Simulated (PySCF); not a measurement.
Species: CH8B2N2.
Atom-mapped SMILES: `[BH2:1][NH:2][BH:3][NH:4][CH3:5]` (hydrogens: H6, H7 on B1; H8 on N2; H9 on B3; H10 on N4; H11, H12, H13 on C5)

Computed by this run: PBE0-D3(BJ)/def2-SVP geometry optimisation, gas phase (PySCF 2.14.0); density fitting, grid level 1; the optimiser is geomeTRIC in internal coordinates, started from a GFN2-xTB structure with every atom displaced at random (about 0.01 Å).

Step 0: E = -5491.9243 eV
```
atom  x, y, z in Å  |  force x, y, z in eV/Å
B1     -2.3373   -0.3800   -0.0262   -0.582   0.113  -0.239
N2     -1.3081   -0.5527   -0.9239    0.472  -0.155  -0.438
B3      0.0981   -0.3190   -0.7911    0.743   0.707   1.772
N4      0.6809    0.1852    0.3934   -2.649  -0.424   0.059
C5      2.0251    0.4636    0.6862    0.289   0.565   0.825
H6     -2.1630    0.0667    1.0423    0.322   0.307   0.984
H7     -3.4423   -0.6192   -0.3715   -0.689  -0.241  -0.152
H8     -1.5392   -0.9073   -1.8346   -0.321  -0.194  -0.388
H9      0.8297   -0.5448   -1.6657    0.662  -0.302  -1.106
H10     0.0243    0.3813    1.1770    0.666  -0.182  -0.769
H11     2.3697   -0.1264    1.5533    0.230   0.058  -0.009
H12     2.6475    0.2363   -0.1634    0.519  -0.155  -0.571
H13     2.1356    1.5378    0.9305    0.337  -0.096   0.032
```

Step 1: E = -5492.0754 eV
```
atom  x, y, z in Å  |  force x, y, z in eV/Å
B1     -2.3513   -0.4114   -0.0294    0.025  -0.004   0.076
N2     -1.3064   -0.5339   -0.9539    0.038  -0.010  -0.005
B3      0.1251   -0.3322   -0.7550   -0.258   0.061  -0.359
N4      0.6259    0.2164    0.4179    0.432   0.313   0.034
C5      2.0189    0.4600    0.7085   -0.077  -0.114  -0.093
H6     -2.1132   -0.0869    1.1169    0.009   0.006  -0.045
H7     -3.4899   -0.6391   -0.3642   -0.041   0.001  -0.035
H8     -1.5682   -0.8311   -1.8881    0.033  -0.009   0.019
H9      0.8779   -0.5993   -1.6728   -0.020  -0.106   0.172
H10    -0.0210    0.6054    1.0934   -0.073  -0.199   0.133
H11     2.3744   -0.1360    1.5679    0.009   0.018  -0.013
H12     2.6305    0.1900   -0.1669   -0.053  -0.026   0.089
H13     2.2183    1.5198    0.9319   -0.024   0.069   0.026
```

Problem. Estimate the geometry and energy of step 2. (The exact step hangs on the optimiser's Hessian estimate; all steps are aligned on step 1, rigid shifts and turns removed.)

Solution. E = -5492.0918 eV, largest force 0.255 eV/Å
```
atom  x, y, z in Å  |  force x, y, z in eV/Å
B1     -2.3752   -0.4003   -0.0425    0.014   0.059   0.038
N2     -1.3177   -0.5388   -0.9504    0.028   0.048   0.090
B3      0.1101   -0.3209   -0.7534    0.117  -0.100  -0.130
N4      0.6511    0.2133    0.4152   -0.140   0.211   0.029
C5      2.0378    0.4725    0.7055   -0.060  -0.067  -0.106
H6     -2.1494   -0.0322    1.0916    0.002  -0.003   0.003
H7     -3.5100   -0.6419   -0.3868    0.007  -0.014  -0.008
H8     -1.5667   -0.8644   -1.8780    0.035  -0.010  -0.006
H9      0.8581   -0.6284   -1.6565    0.026   0.005   0.008
H10     0.0100    0.5347    1.1328   -0.032  -0.112   0.071
H11     2.4129   -0.1468    1.5390   -0.001   0.005   0.012
H12     2.6474    0.2455   -0.1801    0.009  -0.018   0.007
H13     2.2124    1.5294    0.9699   -0.006  -0.004  -0.009
```

The energy changes by -0.0164 eV. The first-order estimate −F·Δx gives -0.0346 eV and the mean of the old and new forces, exact on a quadratic surface, -0.0164 eV. The step makes an angle of 75° with the force vector and moves no atom by more than 0.087 Å.

The cost below is that of the whole optimisation. On one thread of an Arm Neoverse V2, no GPU, shared host with 96 logical CPUs at a one-minute load of 60, this took 42 s and 0.45 GiB of memory at its peak.
